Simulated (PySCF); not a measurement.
CH6F2Si3, SMILES F[Si@@H]1C[Si@H](F)[SiH2]1. Atoms are numbered in the order given.

```xyz
12

F     -1.0399    -0.9249    -1.8305
Si     0.3215    -0.1184    -1.4317
C      1.1847    -1.0015     0.0000
Si     0.3215    -0.1184     1.4317
F     -1.0399    -0.9249     1.8305
Si    -0.1757     1.6898     0.0000
H      1.1232     0.0265    -2.6820
H      2.2484    -0.6944     0.0000
H      1.1516    -2.1030     0.0000
H      1.1232     0.0265     2.6820
H     -1.5095     2.3560     0.0000
H      0.9288     2.7025     0.0000
```

Coordinates come from a PBE0-D3(BJ)/def2-SVP optimisation. The structure was generated by enumeration; whether it is a known compound was not checked.

Level of theory: SMD-M06-2X/def2-SVP run with PySCF.

Solvation free energies are E(SMD) − E(gas) at the gas-phase geometry, for 1 M in both phases. In vacuum the dipole moment is 2.82 D.

Rank water, 2-propanol, diethylether by solvation free energy, most negative first.

2-propanol (-4.3 kcal/mol), diethylether (-3.6 kcal/mol), water (0.1 kcal/mol)
